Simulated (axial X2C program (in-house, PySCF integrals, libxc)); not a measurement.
**Spin–orbit effects down a group: molecules with C (ions), HF**

All values come from calculations with an axial X2C code built on PySCF integrals, spin-free (one-electron X2C) or two-component (2c: spin–orbit coupling with atomic mean-field Coulomb and Gaunt terms, which also bring small scalar terms), in Dyall basis sets with cores contracted in-house; open shells are unrestricted.

Basis sets: Br dyall-acv3z, C dyall-av3z, Cl dyall-av3z, F dyall-av3z, I dyall-acv3z.

```tsv
molecule	spin-free state	Re (Å)	ωe (cm⁻¹)	De (eV)	2c state	Re 2c (Å)	ωe 2c (cm⁻¹)	De 2c (eV)
CF⁻	M_S = 1, Λ = 0	1.427	822.9	2.15	Ω = 1	1.427	822.9	2.15
CCl⁻	M_S = 1, Λ = 0	1.994	345.9	0.80	Ω = 1	1.994	345.9	0.80
CBr⁻	?	?	?	?	?	?	?	?
CI⁻	M_S = 1, Λ = 0	2.486	211.0	0.45	Ω = 1	2.487	211.3	0.45
```

(1) Estimate the 2c Re and ωe of CBr⁻ as the mean of its neighbours in the table.

Fragments in 2c: F- + C, Cl- + C, Br- + C, I- + C. Each entry is the lowest single determinant of a limited PBE0 search at one distance. De goes to single-determinant-based atoms at the same level (for ions the charge split of lowest energy) and is withheld (n/a) where an atom does not fit its ground term or J level. Main or longest-lived isotopes. One determinant is a doubtful description, or other states lie close, for CF⁻, CCl⁻, CBr⁻, CI⁻; these need not be ground states, and all values refer to the states named. Some open-shell Ω = 0 determinants are out of reach, so the Ω given for CF⁻, CCl⁻, CBr⁻, CI⁻ need not be the lowest component. With several unpaired electrons the Ω given is that of one determinant, not necessarily of the lowest component. Some light 2c atoms are not at their ground J level, so De misses part of their lowering (0.04 eV or less).

Results:

(1) Re ≈ 2.240 Å, ωe ≈ 278.6 cm⁻¹. The HF runs give the row below, so the estimate misses by 0.022 Å and 12.9 cm⁻¹.

```json
{"molecule": "CBr⁻", "spin-free state": "M_S = 1, Λ = 0", "Re (Å)": "2.219", "ωe (cm⁻¹)": "265.7", "De (eV)": "0.61", "2c state": "Ω = 1", "Re 2c (Å)": "2.219", "ωe 2c (cm⁻¹)": "265.7", "De 2c (eV)": "0.61"}
```
